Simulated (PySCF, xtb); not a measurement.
CH₄Cl₂OSSi, SMILES O(C)[Si](S)(Cl)Cl.

GFN2-xTB (xtb) at its own geometry gives an orbital gap of 5.08 eV and a dipole moment of 1.55 D.

The structure is a stationary point at B3LYP-D3(BJ)/def2-SVP. The structure was generated by enumeration, and PubChem lists no compound with its InChIKey, so it may never have been made. Other conformers were not sampled.

Question: What does M06-2X/def2-TZVP (PySCF) give? (The exact figures need the calculation; the answer reports its results.)

Answer: gap 9.69 eV (levels -9.20 and 0.48 eV), dipole 1.78 D.
